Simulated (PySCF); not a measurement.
PySCF input for C3H9BN2, SMILES C=CCB(N)N, PBE/pcSseg-1. Coordinates come from a TPSSh-D3(BJ)/def2-SVP optimisation. The structure was generated by enumeration, and PubChem lists no compound with its InChIKey, so it may never have been made. The values are those of a single conformer.

```python
import numpy as np
from pyscf import gto, scf, dft
from pyscf.prop.nmr import rks as nmr

mol = gto.M(
    atom='''
    C     2.18418445   -1.29844141   -0.04605271
    C     1.58412913   -0.13870110    0.26016920
    C     0.56328112    0.57214486   -0.57516787
    B    -0.93841068    0.36893708   -0.03331421
    N    -1.25466320   -0.84045608    0.63314093
    N    -1.90492571    1.38676946   -0.25597014
    H     1.99931301   -1.80313510   -1.00078359
    H     2.89001002   -1.77777150    0.63813604
    H     1.81025535    0.32032703    1.23202992
    H     0.59981762    0.19646884   -1.61457074
    H     0.79488488    1.65185814   -0.61957993
    H    -2.17103245   -1.09261180    0.98330105
    H    -0.54104671   -1.54289719    0.79502838
    H    -2.87968745    1.31800197    0.01292628
    H    -1.68290687    2.25086633   -0.73380360
    ''',
    basis='pcSseg-1',
    charge=0,
    spin=0,
    max_memory=1600,
    verbose=3,
)
mf = dft.RKS(mol, xc='pbe')
mf.grids.level = 3
mf.conv_tol = 1e-10
mf.max_cycle = 100
mf.kernel()
n = nmr.NMR(mf)
n.verbose = 2
n.max_cycle_cphf = 60
sigma = n.kernel()
print('atom   isotropic/ppm   span/ppm')
for i, s in enumerate(sigma):
    w = np.linalg.eigvalsh((s + s.T) / 2)
    print(f'{mol.atom_symbol(i):2s}{i + 1:3d} {w.mean():14.3f} {w[2] - w[0]:11.3f}')
```

It prints:

```
converged SCF energy = -253.797296783782
atom   isotropic/ppm   span/ppm
C   1         63.564     189.091
C   2         30.783     244.409
C   3        150.145      41.906
B   4         70.318      66.693
N   5        190.523      88.676
N   6        197.047      94.515
H   7         26.159       7.359
H   8         26.136       6.759
H   9         25.093       5.063
H  10         29.449       7.100
H  11         29.654       7.826
H  12         29.155      13.613
H  13         28.676      13.617
H  14         29.199      14.692
H  15         29.266      13.205
```

The run converged.
